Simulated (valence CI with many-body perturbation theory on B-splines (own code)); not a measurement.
Energy levels of Rh XV

Level of theory: valence CI with perturbative core correlation (CI+MBPT): three valence electrons over a frozen Dirac-Fock core [Ar] 3d10, radial functions for each j: 11 s, 11 p, 10 d, 8 f, 5 g, 2 h, with the one-electron correlation potential Σ1 (screened to all orders), the two-electron term Σ2, the three-electron term Σ3, Breit, model QED; selected single and double excitations, second order for the rest, scaled by the run's own slope (own B-spline code, finite nucleus).

No measured levels were compared; by estimate levels hold to about 250 cm⁻¹ or 0.2 % of their energy and the worst to 1 %, as in measured heavy ions of charge 2 to 7; those with d or f electrons hold less well.

Levels 91 to 135 of 189, with energies above the lowest level, 4s2 4p 2P°_1/2. "Leading %" is the weight of the configuration and term that name the level; weights of strongly mixed levels are sums over their largest components and can fall short, so below about 35 % the name and the second component can differ from the true leading terms, or belong to a minority configuration. Lifetimes count E1, E2, E3, M1 and M2 decay at the calculated energies, and are blank where another channel may lead or the interval is too uncertain; long ones can be off by a factor of two.

```tsv
No.	Configuration	Term	J	E (cm⁻¹)	Leading %	Lifetime	g
91	4s 4d2	4P	5/2	1292200	64	6.53 ps	1.420
92	4s 4p 4f	4D	1/2	1294100	98	10.0 ps	-0.002
93	4s 4p 4f	4D	3/2	1295600	48	6.78 ps	0.823
94	4s 4d2	2D	3/2	1296900	49	7.72 ps	0.903
95	4s 4p 4f	4F	5/2	1297400	37	5.83 ps	1.117
96	4s 4d2	4P	5/2	1298700	31	7.83 ps	1.300
97	4s 4d2	4F	7/2	1299000	44	5.48 ps	1.250
98	4s 4d2	4F	9/2	1300100	56	5.24 ps	1.325
99	4s 4p 5s	4P°	1/2	1319400	94	5.02 ps	2.559
100	4s 4p 4f	2G	7/2	1320700	37	8.28 ps	1.013
101	4s 4p 4f	2F	5/2	1322100	51	9.92 ps	0.870
102	4s 4d2	2F	7/2	1329100	37	9.04 ps	1.061
103	4s 4p 5s	4P°	3/2	1330100	87	4.82 ps	1.685
104	4s 4p 5s	2P°	1/2	1345200	94	4.39 ps	0.748
105	4s 4p 4f	2G	9/2	1345700	86	7.34 ps	1.111
106	4s 4p 4f	2D	5/2	1347200	50	5.54 ps	1.148
107	4s 4p 4f	2D	3/2	1363200	60	6.20 ps	0.805
108	4s 4p 5s	4P°	5/2	1364100	99	5.29 ps	1.600
109	4s 4d2	2S	1/2	1364400	60	5.33 ps	1.538
110	4s 4d2	2P	1/2	1373300	55	5.41 ps	1.133
111	4s 4d2	2P	3/2	1374500	81	5.04 ps	1.317
112	4s 4p 5s	2P°	3/2	1380500	89	3.70 ps	1.370
113	4s 4p 4f	2D	3/2	1386200	77	5.81 ps	0.803
114	4s 4p 4f	2D	5/2	1387100	72	5.99 ps	1.188
115	4s 4p 4f	2F	5/2	1392000	42	3.98 ps	0.900
116	4s 4p 4f	2F	7/2	1392800	41	3.95 ps	1.119
117	4s 4p 4f	2G	9/2	1395300	55	4.21 ps	1.113
118	4s 4p 4f	2G	7/2	1401500	54	4.32 ps	0.910
119	4s2 5d	2D	3/2	1412400	88	12.7 ps	0.803
120	4s2 5d	2D	5/2	1416100	88	13.3 ps	1.201
121	4s 4p 5p	4D	1/2	1436900	71	8.37 ps	0.238
122	4s 4p 5s	2P°	1/2	1440600	95	3.38 ps	0.692
123	4s 4p 5s	2P°	3/2	1442300	94	4.17 ps	1.345
124	4s 4p 5p	4D	3/2	1447500	62	8.18 ps	1.224
125	4s 4p 5p	4P	1/2	1459200	84	10.8 ps	2.476
126	4s 4p 5p	4P	3/2	1461700	32	8.98 ps	1.453
127	4s 4p 5p	2P	1/2	1467500	63	6.47 ps	0.707
128	4s 4p 5p	4D	5/2	1469800	78	10.6 ps	1.393
129	4s 4p 5p	2D	3/2	1477600	40	7.93 ps	1.307
130	4s 4p 5p	2D	3/2	1490100	26	7.85 ps	1.412
131	4s 4p 5p	4P	5/2	1492900	55	8.99 ps	1.454
132	4p 4d2	4G°	5/2	1498200	57	76.6 ps	0.663
133	4s 4p 5p	4D	7/2	1502000	99	10.2 ps	1.429
134	4s 4p 5p	4S	3/2	1508200	53	8.50 ps	1.651
135	4p 4d2	4G°	7/2	1512900	68	71.6 ps	1.006
```

Names give the largest LS component (configuration and term), which can be under half, so a name can repeat, a term be missing and a line seem to break the LS rules; names also repeat where a configuration has a term twice.

Where two levels of one J and parity lie close, their mixing, g and order are uncertain.
